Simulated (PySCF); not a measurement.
Fractional electron number in Ni(2+) (nickel, charge +2)

The 3d beta orbital of [Ar] 3d8 is emptied in steps (occupation f), with all orbitals relaxed, ending at [Ar] 3d7. All numbers are calculated (PySCF 2.14, no relativity, point nucleus, in def2-SVP). The exact energy is a straight line in f; departures are measured from the line between the end points of the same method.

```
  f  UHF (eV)  LDA (eV)  PBE (eV)
  1     0.000     0.000     0.000
0.8     0.506    -1.506    -1.469
0.6     0.734    -2.275    -2.217
0.4     0.710    -2.292    -2.230
0.2     0.459    -1.539    -1.494
  0     0.000     0.000     0.000
```

```
method  E(f=0) − E(f=1) (eV)  −ε at f=1 (eV)  −ε at f=0.4 (eV)
   UHF                33.701          36.971            32.994
   LDA                37.023          27.677            38.850
   PBE                36.631          27.500            38.427
```

Orbital energy along the path (eV):

| f | UHF | LDA | PBE |
| --- | --- | --- | --- |
| 1 | -36.971 | -27.677 | -27.500 |
| 0.8 | -35.514 | -31.322 | -31.077 |
| 0.6 | -34.192 | -35.045 | -34.720 |
| 0.4 | -32.994 | -38.850 | -38.427 |
| 0.2 | -31.908 | -42.739 | -42.195 |
| 0 | -30.924 | -46.715 | -46.018 |

Reference removal energy between the ground levels: 35.187 ± 0.019 eV (measured; NIST Atomic Spectra Database, ionization energies). The calculation has no spin-orbit coupling. The determinant left behind need not be the lowest term of the ion. UHF lacks correlation.
